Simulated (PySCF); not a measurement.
Pb(SH)2 (H2PbS2), SMILES [SH][Pb][SH] (connectivity only; charge and spin as stated), neutral, multiplicity 1. Coordinates come from a PBE-D3(BJ)/def2-SVP optimisation. The def2 effective core potentials stand for the cores of Pb; spin–orbit coupling is left out. One conformer was computed; it need not be the lowest.

All values below come from PBE-D3(BJ)/def2-SVP in PySCF.

Harmonic wavenumbers (cm⁻¹): 93, 216, 290, 298, 302, 553, 594, 2607, 2615. Rotational constants (GHz): 3.191, 2.145, 1.283; symmetry number 1.

Task: Work out the zero-point energy and the ideal-gas rigid-rotor harmonic-oscillator thermochemistry at 298.15 K and 1 atm.

Result: ZPE = ½ Σ hcν = ½ × 7567 cm⁻¹ = 10.82 kcal/mol. H − E(el) = 15.01 kcal/mol. Entropy in cal/(mol K): translation 42.72, rotation 28.00, vibration 10.90, total 81.61. G − E(el) = -9.32 kcal/mol. Cp = 18.94 cal/(mol K). Modes under 150 cm⁻¹ make the vibrational entropy uncertain.
